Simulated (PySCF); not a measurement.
Run record for `[SiH3][O][GeH2][GeH3]`: B3LYP/def2-SVPD, grid level 4, TDA, 25 singlets.

Method: TDA B3LYP/def2-SVPD, vertical, gas phase, core orbitals frozen in the response (PySCF 2.14.0, density-fitted response routines). Geometry: GFN2-xTB. A driver script takes a list of jobs; this job's settings line and coordinates (Å) are shown.

Command:
```bash
OMP_NUM_THREADS=1 python probes_run.py task.json out
```

Input:
```
{"job": {"kind": "uv", "xc": "B3LYP", "basis": "def2-SVPD", "nstates": 25, "ntriplets": 2, "tda": true, "grid": 4}, "charge": 0, "multiplicity": 1}
Si     2.090902     0.538675     0.099872
O      1.192205    -0.809325     0.192866
Ge    -0.464511    -1.357237     0.038410
Ge    -1.921617     0.519905    -0.139446
H      2.066345     1.038264    -1.278885
H      3.405149     0.069336     0.521296
H      1.533978     1.558826     0.997993
H     -0.413329    -2.281112    -1.164895
H     -0.623745    -2.235252     1.263417
H     -3.336295     0.135396    -0.458993
H     -1.518459     1.486057    -1.215764
H     -2.009424     1.335781     1.118102
```

Output:
```
coarse grid: 46200 points
cycle   1  E = -4522.8640614606  dE = -9.565e-01  |g| = 9.927e-01  |ddm| = 4.157e+00
cycle   2  E = -4522.2720715860  dE =  5.920e-01  |g| = 1.959e+00  |ddm| = 2.958e+00
cycle   3  E = -4523.0099154629  dE = -7.378e-01  |g| = 2.550e-01  |ddm| = 2.351e+00
cycle   4  E = -4523.0206100467  dE = -1.069e-02  |g| = 7.198e-02  |ddm| = 3.931e-01
cycle   5  E = -4523.0212141530  dE = -6.041e-04  |g| = 1.008e-02  |ddm| = 8.284e-02
cycle   6  E = -4523.0212458218  dE = -3.167e-05  |g| = 1.562e-03  |ddm| = 2.028e-02
cycle   7  E = -4523.0212465032  dE = -6.815e-07  |g| = 2.582e-04  |ddm| = 3.093e-03
final grid: 243216 points
cycle   8  E = -4523.0211586235  dE = -6.782e-08  |g| = 3.410e-04  |ddm| = 5.676e-03
cycle   9  E = -4523.0211585937  dE =  2.978e-08  |g| = 5.427e-04  |ddm| = 1.331e-03
cycle  10  E = -4523.0211586533  dE = -5.959e-08  |g| = 8.315e-05  |ddm| = 6.850e-04
cycle  11  E = -4523.0211586549  dE = -1.637e-09  |g| = 1.904e-05  |ddm| = 1.245e-04
cycle  12  E = -4523.0211586550  dE = -5.275e-11  |g| = 2.102e-06  |ddm| = 1.968e-05
converged SCF energy = -4523.0211586550

Static polarisability (au): isotropic 92.736, principal 80.898 92.516 104.792

Singlet excitations
state   eV       nm        f      main configurations
  1   6.1858    200.4   0.00688   H->L 0.65, H-1->L 0.32
  2   6.2417    198.6   0.00785   H-1->L 0.65, H->L 0.31
  3   6.9760    177.7   0.05733   H-1->L+1 0.51, H->L+1 0.40
  4   7.0128    176.8   0.08363   H-1->L+1 0.43, H->L+1 0.38, H->L+2 0.14
  5   7.1417    173.6   0.10603   H->L+2 0.77, H->L+1 0.12
  6   7.2212    171.7   0.01050   H->L+3 0.73, H-1->L+2 0.19
  7   7.2696    170.6   0.03717   H-1->L+2 0.73, H->L+3 0.17
  8   7.3666    168.3   0.00338   H-2->L 0.57, H-1->L+3 0.33
  9   7.4656    166.1   0.06656   H-1->L+3 0.59, H-2->L 0.28
 10   7.6724    161.6   0.02975   H-3->L 0.71, H-1->L+4 0.14
 11   7.7408    160.2   0.01685   H->L+5 0.46, H->L+4 0.44
 12   7.8380    158.2   0.00336   H->L+4 0.43, H->L+5 0.39
 13   7.8435    158.1   0.00705   H-1->L+4 0.66, H-3->L 0.20
 14   7.9454    156.0   0.00242   H-1->L+5 0.89
 15   8.0640    153.8   0.01594   H-5->L 0.46, H-4->L 0.34
 16   8.1155    152.8   0.00551   H-5->L 0.36, H-4->L 0.28, H->L+6 0.12
 17   8.1681    151.8   0.02247   H->L+7 0.74, H->L+6 0.10
 18   8.1760    151.6   0.16141   H->L+6 0.28, H-2->L+1 0.21, H-4->L 0.14
 19   8.2637    150.0   0.08250   H-2->L+1 0.47, H->L+6 0.32
 20   8.2791    149.8   0.06219   H-1->L+6 0.42, H-3->L+1 0.33, H-1->L+7 0.09
 21   8.3245    148.9   0.03864   H-3->L+1 0.52, H-1->L+7 0.20, H-1->L+6 0.17
 22   8.3422    148.6   0.02311   H-1->L+7 0.59, H-1->L+6 0.29
 23   8.4613    146.5   0.03150   H-2->L+2 0.79, H->L+6 0.08, H-4->L+1 0.08
 24   8.5113    145.7   0.00426   H-2->L+3 0.62, H-3->L+2 0.24
 25   8.5262    145.4   0.07768   H-4->L+1 0.74

Triplet excitations (Tamm-Dancoff, eV): 5.7092 5.9427
```

The SCF starts on a coarse grid where the log names one; the energy can jump when the final grid takes over, and dE then counts from the start density on the new grid. H and L stand for HOMO and LUMO; the number after each pair is its weight.

**Question.** Give the mean polarisability as a volume in Å³, and the ratio of the largest to the smallest principal value.

**Answer.** 92.736 au × 0.148185 = 13.74 Å³; 104.792/80.898 = 1.30.

**Question.** Which computed singlet has the largest oscillator strength, and what do all of them sum to?

**Answer.** State 18 at 8.18 eV (152 nm), f = 0.161; the 25 states sum to 0.964.

In short: SCF converged in 12 cycles with 187 basis and 929 fitting functions; HOMO -7.92 eV, LUMO -0.80 eV; lowest singlet 6.19 eV; lowest triplet 5.71 eV (Tamm–Dancoff); mean polarisability 92.7 au.

 The B3LYP/def2-SVPD calculation is non-relativistic and has no spin–orbit coupling, an omission that weighs most on germanium.

**Question.** Estimate the wall time. Hardware: one thread of an Arm Neoverse V1 (shared host). And the peak memory of the process?

**Answer.** About 32 s, with 0.83 GiB resident at the peak, the Python interpreter and its libraries included.

Shape of the structure used: `[SiH3:1][O:2][GeH2:3][GeH3:4]`: Si1–O2–Ge3–Ge4 -9°.

One conformer stands for the species.
